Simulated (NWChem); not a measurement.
# SiH4S3; SMILES [SiH](S)(S)S

```xyz
8

Si     0.0000     0.0000    -0.5304
S     -2.0098    -0.1056     0.2334
S      0.9135     1.7933     0.2334
S      1.0963    -1.6877     0.2334
H      0.0000     0.0000    -2.0344
H     -2.4702     0.8896    -0.5805
H      2.0055     1.6945    -0.5805
H      0.4647    -2.5841    -0.5805
```
Atoms are numbered in this order, from 1.

Computed with NWChem. Pople sets run with spherical d functions. The geometry was optimised at PBE-D3(BJ)/def2-SVP.

### Question
Predict the results for HCTH/407/6-31G*. Quantities: highest occupied level (eV); orbital gap (eV); dipole (D).

### Answer
The highest occupied level (eV) is -6.52 and the orbital gap (eV) comes out as 5.60. The dipole (D) comes out as 2.51.
